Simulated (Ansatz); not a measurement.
Relaxation of CH₂FNSi (6 atoms, charge 0, multiplicity 1), to a largest force component of 0.015 eV/Å in at most 40 steps.

The calculation used RKS PBE/def2-SVP in Ansatz.

```xyz
6
Properties=species:S:1:pos:R:3:forces:R:3
N 1.593 -0.072 -0.800 -0.07 0.01 -0.35
C 0.641 -0.122 -0.019 0.12 0.34 -0.05
Si -1.077 0.361 0.061 -0.49 0.17 -1.02
F -2.058 -0.923 0.151 -0.51 -0.95 -0.01
H 2.490 -0.449 -0.510 0.84 -0.32 0.34
H -1.588 1.206 1.116 0.12 0.74 1.09
```

Task: Where does it end, and by what steps?

Result: It converged. After 12 steps the energy has fallen by 0.361 eV; H6 moved furthest, 0.38 Å.

```csv
step,energy less start (eV),largest force component (eV/Å),accepted
0,0.0000,1.091,yes
1,-0.2179,1.140,yes
2,-0.2738,1.314,yes
3,-0.2826,1.575,yes
4,-0.3409,0.617,yes
5,-0.3512,0.259,yes
6,-0.3109,0.440,no
7,-0.3538,0.210,yes
8,-0.3569,0.137,yes
9,-0.3599,0.117,yes
10,-0.3604,0.035,yes
11,-0.3605,0.022,yes
12,-0.3606,0.008,yes
```

```xyz
6
Properties=species:S:1:pos:R:3
N 1.591 -0.124 -0.754
C 0.518 -0.030 -0.193
Si -1.296 0.408 -0.128
F -2.077 -1.020 0.189
H 2.490 -0.378 -0.318
H -1.226 1.144 1.204
```

The run took 26 s on 1 thread of Intel(R) Xeon(R) Platinum 8259CL CPU @ 2.50GHz (Skylake/Cascade Lake), with other jobs on the host, peak memory 0.17 GiB.
